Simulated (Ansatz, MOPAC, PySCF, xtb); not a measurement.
Lewis adduct: C2H6Zn (SMILES [CH3][Zn][CH3]) (first 9 atoms) with H2O (SMILES O); geometry from GFN2-xTB.
(charge 0, multiplicity 1):
```xyz
12

C     -0.0617     2.0822    -0.2076
Zn    -0.0040     0.0600     0.1067
C      0.0906    -1.9821    -0.0229
H      0.7991     2.5749     0.2381
H     -0.9463     2.5290     0.2399
H     -0.0699     2.3559    -1.2586
H     -0.7057    -2.4556     0.5470
H      1.0301    -2.3597     0.3753
H      0.0109    -2.3532    -1.0410
O     -0.0662     0.1557     2.4454
H     -0.1015     0.9470     2.9875
H     -0.0559    -0.6089     3.0252
```

Monomers are frozen at their geometry in the pair; levels with a basis set take the counterpoise correction. Rows marked so take none.

Rows in 6-31G* carry no dispersion term and start afresh at each structure (6-31G* with six Cartesian d functions); the Pople sets are all-electron and without relativity. The state that PM3 reach isn't checked.

Codes used: Ansatz (a quantum-chemistry and plane-wave program) with Gaussian orbitals; MOPAC for PM3 (differences of heats of formation); PySCF for 6-31G* rows; xtb for the GFN methods. 

One of these levels gives -5.43 kcal/mol for the interaction energy. Which one is it?
A) GFN1-xTB
B) PM3
C) r2SCAN/def2-TZVPPD
D) M06-2X/6-31G* (no counterpoise)

A, GFN1-xTB. The others give 5.73 (PM3), -7.91 (r2SCAN/def2-TZVPPD), -16.60 (M06-2X/6-31G* (no counterpoise))
